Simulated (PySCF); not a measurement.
**TDDFT excited states: C5H9NOSi**

C5H9NOSi.
InChI=1S/C5H9NOSi/c1-2-4(3-6)5(7)8/h4H,2H2,1,8H3/t4-/m1/s1

Level of theory: TDDFT B3LYP/def2-SVPD, vertical, gas phase, core orbitals frozen in the response in PySCF. One conformer (not necessarily the lowest) at the GFN2-xTB geometry, without solvent, vibrations or thermal averaging. Torsions of this conformer, `[CH3:1][CH2:2][C@H:3]([C:4]#[N:5])[C:6](=[O:7])[SiH3:8]`: C1–C2–C3–C4 -62°, C2–C3–C6–O7 -125°.

```tsv
state	E (eV)	ν̃ (cm⁻¹)	f	|μ| (D)	main configurations (H = HOMO, L = LUMO)
S1	3.46	27870	0.0001	0.10	H→L (98%)
S2	6.20	50020	0.0006	0.16	H→L+1 (90%)
S3	6.26	50520	0.0031	0.36	H-1→L (94%)
S4	6.43	51860	0.056	1.51	H→L+2 (70%), H→L+3 (24%)
S5	6.54	52750	0.047	1.38	H→L+3 (72%), H→L+2 (21%)
S6	6.69	53960	0.029	1.06	H-2→L (91%)
S7	6.87	55430	0.026	1.00	H→L+4 (79%), H→L+5 (8%)
S8	7.02	56600	0.0072	0.52	H→L+5 (64%), H-3→L (16%), H-5→L (8%)
```

Triplets, Tamm–Dancoff:

```
state  E (eV)  λ (nm)  main configurations (H = HOMO, L = LUMO)
   T1    2.82   438.9                                 H→L (98%)
   T2    5.70   217.5    H-4→L (26%), H-10→L (24%), H-8→L (16%)
   T3    5.94   208.8     H→L+2 (35%), H-2→L (30%), H→L+1 (15%)
```

The lowest singlet comes at 359 nm (333 kJ/mol) in the ultraviolet; it is dark (f under 0.0005); its leading configuration is HOMO→LUMO (98%). The most intense listed level is S4 at 6.43 eV (193 nm, f = 0.056), 2.97 eV above S1. S1 has the pattern of n→π* at C=O. Orbital energies (eV): HOMO-3 -10.11, HOMO-2 -9.77, HOMO-1 -9.43, HOMO -7.25, LUMO -2.13, LUMO+1 -0.16, LUMO+2 0.03. Of the 8 states listed, 4 reach f = 0.01 and 1 stays under 0.0005. The oscillator strengths of these states sum to 0.169; summed over the whole spectrum of an exact calculation they would give the number of electrons, 68 (Thomas–Reiche–Kuhn). No computed singlet lies in the visible range (380 to 750 nm); the lowest, at 359 nm, stands 0.19 eV above its violet end (3.26 eV); a Tamm–Dancoff triplet lies at 439 nm, without intensity as long as spin–orbit coupling is left out. The window holds the lowest 8 singlets.
